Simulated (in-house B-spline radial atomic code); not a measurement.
# Binding energies in Pm¹⁶⁺

NIST's tabulated ground configuration is [Kr] 4d9; each binding energy is the energy of the ion with one electron taken from that subshell, relaxed, less that of the parent. All numbers are computed (Dirac-Hartree-Fock, average of configuration; Fermi nucleus of rms radius 4.962 fm) with an all-electron radial atomic-structure program (B-spline basis), not measured. Energies include first-order Breit, QED and recoil terms.

| subshell | X-ray name | binding energy (eV) | -ε (eV) | relaxation (eV) |
| --- | --- | --- | --- | --- |
| 1s | K | 45557.6 | 45805.1 | 63.3 |
| 2p3/2 | L3 | 6835 | 6881.5 | 32.5 |
| 3s | M1 | 2026.8 | 2041.0 | 10.3 |
| 3p1/2 | M2 | 1847.7 | 1862.2 | 10.9 |
| 3p3/2 | M3 | 1734 | 1746.4 | 10.2 |
| 4s | N1 | 688 | 690.7 | 1.8 |
| 4p1/2 | N2 | 616.1 | 618.7 | 1.8 |
| 4p3/2 | N3 | 588.9 | 591.0 | 1.6 |
| 4d | N4,5 | 466.4 | 468.0 | 1.5 |

Relaxation = -ε minus the binding energy without Breit, QED and recoil terms.

Emission lines follow as differences of binding energies, with λ = 12398.42 eV·Å / E:

```csv
line,holes,energy (eV),wavelength (Å)
K-L3,1s → 2p3/2,38722.6,0.32019
K-M3,1s → 3p3/2,43823.6,0.28292
L3-M1,2p3/2 → 3s,4808.2,2.5786
```

Question: What screening constant σ does Moseley's law, E = (3/4)·13.6057 eV·(Z - σ)², need for K-L3?

Answer: σ = -0.60.

Moseley's non-relativistic formula needs a falling, then negative, screening constant for heavy elements, because relativity binds the 1s electron more strongly than the formula allows.

Question: What does it cost to remove both a 3s and a 4d electron?

Answer: 2535.4 eV, which is 42.17 eV more than the two single binding energies together.

Question: What does it cost to remove both a 2p3/2 and a 4s electron?

Answer: 7570.7 eV, which is 47.65 eV more than the two single binding energies together.

Question: What does it cost to remove two 3p1/2 electrons?

Answer: 3772.7 eV, which is 77.27 eV more than the two single binding energies together.
